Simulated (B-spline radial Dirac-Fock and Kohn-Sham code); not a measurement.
Model: multi-electron Dirac-Fock with separately optimised hole states, Breit and Lamb-shift corrections added in first order. Program: an atomic code on a B-spline grid. Correlation and solid-state effects are left out.

Q: Identify the element and charge state from the binding energies below (tabulated ground configuration; the least bound level is included).

```
level  binding energy (eV)
2p3/2               6734.6
   3s               1746.9
4p1/2                302.9
4p3/2                276.1
4d5/2                151.7
5p3/2                40.00
   4f                19.68
```

A: Sm²⁺: Z = 62 with 60 electrons, [Xe] 4f6.

Q: Identify the element and charge state from the binding energies below (tabulated ground configuration; the least bound level is included).

```
level  binding energy (eV)
   1s              76442.9
2p3/2              11545.3
3p3/2               2878.3
3d3/2               2440.2
4d5/2                613.6
4f5/2                375.0
4f7/2                371.9
```

A: Ir¹⁵⁺: Z = 77 with 62 electrons, [Kr] 4d10 4f14 5s2. The hydrogen-like estimate √(E/Ry) = 75.0 for the K level lies 2.0 below Z (screening lowers it, relativity raises it); the outermost level, at 371.9 eV, fixes the charge.

Q: Identify the element and charge state from the binding energies below (tabulated ground configuration; the least bound level is included).

```
level  binding energy (eV)
    K              21703.9
   L1               3695.1
   L3               3327.1
   M1               1113.7
   M2               1015.6
   M3                993.0
 M4,5                837.2
```

A: Tc¹⁹⁺: Z = 43 with 24 electrons, [Ar] 3d6. The hydrogen-like estimate √(E/Ry) = 39.9 for the K level lies 3.1 below Z (screening lowers it, relativity raises it); the outermost level, at 837.2 eV, fixes the charge.

Values without a named source are computed, but for edge energies of neutral atoms, which are taken from tables.
